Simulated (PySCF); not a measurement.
## Relaxation of singlet Ca₃

These are results of PBE0/[Ca def2-TZVP], no relativity, density fitting, PySCF, not measurements. A (50,194) grid was used.

A hand-made equilateral triangle start, of D3h symmetry, held to at least that symmetry:

```xyz
3
charge 0 multiplicity 1, angstrom
Ca    0.0000    2.1325    0.0000
Ca    1.8468   -1.0663    0.0000
Ca   -1.8468   -1.0662    0.0000
```

Optimiser trace:
```tsv
step	E − E(last) (kJ/mol)	largest gradient (Eh/bohr)
0	5.80	0.00674
1	4.40	0.00573
2	0.33	0.00137
3	0.02	0.00031
4	0.00	0.00002
```

It ends at D3h with Ca–Ca 3.914 Å (×3); Ca–Ca–Ca 60.0° (×3). The frequency run here used a shortcut that can spoil soft modes, so no verdict on minimum or saddle point is given.
